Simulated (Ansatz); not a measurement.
A run for Ansatz (a first-principles code): R-B3LYP/def2-TZVPPD on AsH3 (SMILES [AsH3]) with ghost functions, monomers drawn apart or pushed together. Files ending in .json are basis or fitting sets from the Basis Set Exchange.

Ansatz 0.2 input:
```yaml
crystal:
  periodic: [false, false, false]
  atoms:
    - {symbol: As, position_ang: [-0.09349047, 0.05961392, 0.40917591]}
    - {symbol: H, position_ang: [-0.22659116, 0.08116487, -1.11311202]}
    - {symbol: H, position_ang: [-0.25723942, -1.45187726, 0.46913624]}
    - {symbol: H, position_ang: [1.42486738, -0.04103526, 0.33434219]}
basis:
  gaussian:
    orbitals: def2-TZVPPD.json
    ghost_atoms:
      - {symbol: O, position_ang: [0.89686475, -0.89866457, 4.71802958]}
      - {symbol: Si, position_ang: [-0.11168621, 0.09333710, 5.58018548]}
      - {symbol: H, position_ang: [1.84027973, -0.85016843, 4.88943301]}
      - {symbol: H, position_ang: [0.02451427, -0.14891247, 7.03834376]}
      - {symbol: H, position_ang: [-1.47808351, -0.24066508, 5.13770816]}
      - {symbol: H, position_ang: [0.17602707, 1.52436307, 5.32047553]}
hamiltonian:
  xc: {name: B3LYP}
scf: {lower_state_search: off}
```

It printed:

```
Functional definition: B3LYP
[...]
these checks for a lower state are left out or cut short: stability, starts, cluster_reference, orbital_swaps, neighbouring_geometries, increment
integrals: 0.19 GiB planned
1301 factors; their error is unknown
mean field: 1.44 GiB planned
mean field evaluation 1: about -60890.7343 eV, gradient 1.3e1 eV
mean field evaluation 2: about -60890.9685 eV, gradient 8.2e0 eV
mean field evaluation 4: about -60891.0500 eV, gradient 4.1e-1 eV
mean field evaluation 8: about -60891.2394 eV, gradient 1.9e-2 eV
mean field -60891.23944768 eV, -2237.7117761378 hartree, gradient 3.6e-6 eV, S^2 0.000000; 0 other end points of the search recorded, 0 dependent functions left out
reference -60891.23967094 eV, -2237.7117843424 hartree; 18, 18 occupied and 243, 243 virtual orbitals, 1301 factors
Total energy: -60891.23967094 eV, -2237.7117843424 hartree
Checks for a lower state left out: stability, starts, cluster_reference, orbital_swaps, neighbouring_geometries, increment
```

The calculation finished and met its thresholds.

Cost: around 4 core-seconds (rough).
